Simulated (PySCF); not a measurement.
## cyclohexanone: calculation against experiment

**Measured values to compare with.**

From NIST CCCBDB Release 22 (SRD 101), experimental dipoles, for the gas: dipole moment 3.02 D.

From NIST CCCBDB Release 22 (SRD 101), experimental polarizabilities, for the gas: mean polarisability 11.061 Å³.

How close the calculation comes is told at the end.

Cyclohexanone, C6H10O.
Atom-mapped SMILES: `[O:1]=[C:2]1[CH2:3][CH2:4][CH2:5][CH2:6][CH2:7]1` (hydrogens: H8, H9 on C3; H10, H11 on C4; H12, H13 on C5; H14, H15 on C6; H16, H17 on C7)

Cartesian coordinates in Å at the PBE0-D3(BJ)/def2-SVP level; atoms count from 1:
```xyz
17
C6H10O angstrom
O      2.5750    0.4855   -0.1196
C      1.4062    0.3041    0.1226
C      0.3999    1.4351    0.1786
C     -0.8685    1.1216   -0.6185
C     -1.4604   -0.2263   -0.2230
C     -0.4389   -1.3449   -0.3929
C      0.8365   -1.0704    0.4075
H      0.1328    1.5744    1.2426
H      0.8960    2.3548   -0.1619
H     -1.6054    1.9283   -0.4803
H     -0.6232    1.1078   -1.6950
H     -2.3592   -0.4377   -0.8240
H     -1.7930   -0.1877    0.8304
H     -0.8667   -2.3143   -0.0924
H     -0.1797   -1.4393   -1.4620
H      1.6222   -1.8153    0.2183
H      0.5996   -1.1023    1.4872
```

Runs made with PySCF (gas phase, on this PBE0-D3(BJ)/def2-SVP geometry; no spin–orbit coupling):

```csv
level,job,basis functions
PBE0/pcSseg-1,"shieldings, ring-centre shieldings, charges and field gradients",169
PBE0/aug-cc-pVDZ,"10 singlets by full TDDFT, 4 Tamm–Dancoff triplets, polarisability",251
PBE0/cc-pVDZ,"shieldings, charges and field gradients",148
PBE0/pcSseg-0,"shieldings, charges and field gradients",83
PBE0/STO-3G,"shieldings, charges and field gradients",45
wB97X-D/pcSseg-1,shieldings,169
wB97X-D/def2-SVPD,"10 singlets by full TDDFT, 4 Tamm–Dancoff triplets, polarisability, ΔSCF ions",223
LDA/def2-SVPD,"10 singlets by full TDDFT, 4 Tamm–Dancoff triplets, polarisability, ΔSCF ions",223
PBE/def2-SVPD,"10 singlets by full TDDFT, 4 Tamm–Dancoff triplets, polarisability, ΔSCF ions",223
LC-wPBE/def2-SVPD,"10 singlets by full TDDFT, 4 Tamm–Dancoff triplets, polarisability, ΔSCF ions",223
PBE0/def2-SVPD,"10 singlets by full TDDFT, 4 Tamm–Dancoff triplets, polarisability, ΔSCF ions",223
B3LYP/6-31G*,"spin–spin couplings from 16 perturbed nuclei, spin–dipole term left out",118
HF/def2-SVPD,"10 singlets by TDHF, 4 Tamm–Dancoff triplets, polarisability, ΔSCF ions",223
B3LYP/def2-SVPD,"10 singlets by full TDDFT, 4 Tamm–Dancoff triplets, polarisability, ΔSCF ions",223
BHandHLYP/def2-SVPD,"10 singlets by full TDDFT, 4 Tamm–Dancoff triplets, polarisability, ΔSCF ions",223
CAM-B3LYP/def2-SVPD,"10 singlets by full TDDFT, 4 Tamm–Dancoff triplets, polarisability, ΔSCF ions",223
PBE0/6-31+G*,"10 singlets by full TDDFT, 4 Tamm–Dancoff triplets, polarisability",146
PBE0/6-31G*,"10 singlets by full TDDFT, 4 Tamm–Dancoff triplets, polarisability",118
PBE0/def2-TZVP,"10 singlets by full TDDFT, 4 Tamm–Dancoff triplets, polarisability",277
```

All basis functions are spherical.

Results beside the measurements:

**Dipole moment.** Measured: 3.02 D (NIST CCCBDB Release 22 (SRD 101), experimental dipoles).

```
            level  computed (D)  computed − measured (D)  % (from the printed values)
    PBE0/pcSseg-1          3.24                    +0.22                           +7
 PBE0/aug-cc-pVDZ          3.38                    +0.36                          +12
     PBE0/cc-pVDZ          2.98                    -0.04                           -1
    PBE0/pcSseg-0          3.23                    +0.21                           +7
      PBE0/STO-3G          1.88                    -1.14                          -38
 wB97X-D/pcSseg-1          3.30                    +0.28                           +9
wB97X-D/def2-SVPD          3.47                    +0.45                          +15
    LDA/def2-SVPD          3.42                    +0.40                          +13
    PBE/def2-SVPD          3.32                    +0.30                          +10
LC-wPBE/def2-SVPD          3.47                    +0.45                          +15
   PBE0/def2-SVPD          3.43                    +0.41                          +14
     B3LYP/6-31G*          3.02                     0.00                            0
```

12 of the 35 levels run are shown, the closest and the furthest among them. Closest is B3LYP/6-31G* (0.00 D), furthest PBE0/STO-3G (-1.14 D); one molecule doesn't rank methods. The computed dipoles belong to one fixed geometry; measured ones are averaged over vibrations unless marked μe. Magnitudes are compared, not signs.

**Mean polarisability.** Measured: 11.061 Å³ (NIST CCCBDB Release 22 (SRD 101), experimental polarizabilities).

```csv
level,computed (Å³),computed − measured (Å³),% (from the printed values)
wB97X-D/def2-SVPD,10.522,-0.539,-5
HF/def2-SVPD,9.941,-1.120,-10
LDA/def2-SVPD,11.181,+0.120,+1
PBE/def2-SVPD,11.049,-0.012,0
B3LYP/def2-SVPD,10.701,-0.360,-3
BHandHLYP/def2-SVPD,10.309,-0.752,-7
CAM-B3LYP/def2-SVPD,10.525,-0.536,-5
LC-wPBE/def2-SVPD,10.266,-0.795,-7
PBE0/def2-SVPD,10.603,-0.458,-4
PBE0/6-31+G*,10.163,-0.898,-8
PBE0/6-31G*,9.132,-1.929,-17
PBE0/def2-TZVP,10.404,-0.657,-6
```

12 of the 14 levels run are shown, the closest and the furthest among them. Closest is PBE/def2-SVPD (-0.012 Å³), furthest PBE0/6-31G* (-1.929 Å³); one molecule doesn't rank methods. The computed values are static and purely electronic, with core orbitals frozen in the response (1 au = 0.148185 Å³). The table of measured values doesn't say here whether a value is static or optical, or holds a vibrational part.

No measured geometry was used, and the causes of the misses weren't examined.
